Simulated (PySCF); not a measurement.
H2OZn, SMILES [OH][ZnH].

Geometry: PBE0-D3(BJ)/def2-TZVP.

These are PySCF with TDA-M06-2X/def2-TZVPD values and carry that method's errors.

Vertical excitations. The molecule is in vacuum. State labels are in the subgroup Cs.

```tsv
state	symmetry	energy (eV)	λ (nm)	f	main pairs
S1	A"	6.44	193	0.030	HOMO→LUMO 62 %, HOMO→LUMO+2 25 %
S2	A'	6.97	178	0.030	HOMO−1→LUMO 53 %, HOMO→LUMO+1 25 %
S3	A"	7.03	176	0.003	HOMO→LUMO+2 58 %, HOMO→LUMO 23 %
S4	A"	7.24	171	0.053	HOMO−1→LUMO+1 79 %
S5	A'	7.31	170	0.100	HOMO−1→LUMO+2 54 %, HOMO−1→LUMO 16 %, HOMO−2→LUMO+2 12 %
S6	A'	7.72	161	0.153	HOMO→LUMO+1 50 %, HOMO−1→LUMO 17 %, HOMO−2→LUMO+2 10 %, HOMO−1→LUMO+2 9 %
S7	A"	8.36	148	0.097	HOMO→LUMO+6 34 %, HOMO−2→LUMO+1 29 %, HOMO→LUMO+4 18 %, HOMO→LUMO+3 7 %
S8	A'	8.38	148	0.187	HOMO−2→LUMO 71 %
S9	A'	8.50	146	0.253	HOMO−2→LUMO+2 52 %, HOMO−1→LUMO+2 21 %, HOMO−2→LUMO 9 %
S10	A"	8.54	145	0.172	HOMO−2→LUMO+1 57 %, HOMO→LUMO+6 16 %, HOMO→LUMO+4 10 %
T1	A"	6.11	203	0	HOMO→LUMO 48 %, HOMO→LUMO+2 36 %
T2	A'	6.23	199	0	HOMO−1→LUMO 53 %, HOMO−1→LUMO+2 21 %
T3	A'	6.76	183	0	HOMO−1→LUMO+2 43 %, HOMO−1→LUMO 27 %, HOMO−1→LUMO+4 8 %, HOMO→LUMO+1 8 %
T4	A"	6.83	182	0	HOMO−1→LUMO+1 79 %, HOMO−1→LUMO+5 16 %
```
Triplets are in the Tamm–Dancoff approximation.
